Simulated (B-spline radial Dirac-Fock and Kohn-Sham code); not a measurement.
# Sb⁺ 4p3/2: cross section and angular parameters

System: the Sb⁺ ion, configuration [Kr] 4d10 5s2 5p2; threshold 116.7 eV (orbital energy of the model). Calculated with an atomic code on a B-spline grid, using Dirac-Hartree-Slater photoionisation with a Latter tail; cross sections with all multipoles, angular parameters from the dipole term and its interference with E2.

For linearly polarised light dσ/dΩ = σ/(4π) [1 + β P₂(cos θ) + (δ + γ cos²θ) sin θ cos φ], with θ from the polarisation vector and φ the angle between the beam and the projection of the electron momentum on the plane normal to the polarisation.

```csv
hν (eV),σ (kb),β,γ,δ
126,395,-0.204,-0.552,0.153
139,356,-0.457,0.334,-0.038
228,284,0.470,-0.039,0.042
300,242,0.949,0.138,0.034
444,166,1.348,0.222,0.013
600,115,1.522,0.162,0.004
800,75.6,1.623,0.068,0.001
1130,42.8,1.689,-0.016,0.001
1150,41.6,1.691,-0.019,0.001
1510,25.3,1.710,-0.026,0.002
1560,23.8,1.710,-0.023,0.002
2410,?,?,?,?
2984.4,6.30,1.667,0.232,0.008
3390,4.74,1.647,0.322,0.010
4170,2.93,1.608,0.492,0.015
4860,2.02,1.574,0.634,0.019
5330,1.61,1.551,0.725,0.023
5414.7,1.55,1.547,0.741,0.024
6060,1.17,1.517,0.859,0.029
9880,0.315,1.358,1.405,0.067
10300,0.281,1.342,1.452,0.071
10400,0.273,1.338,1.463,0.072
11700,0.196,1.293,1.598,0.086
12000,0.182,1.283,1.627,0.090
12800,0.151,1.256,1.700,0.098
13500,0.129,1.234,1.759,0.106
15000,0.0948,1.189,1.875,0.123
```

**Question.** Give the values at 2410 eV.

**Answer.** σ = 9.99 kb, β = 1.692, γ = 0.108, δ = 0.005.
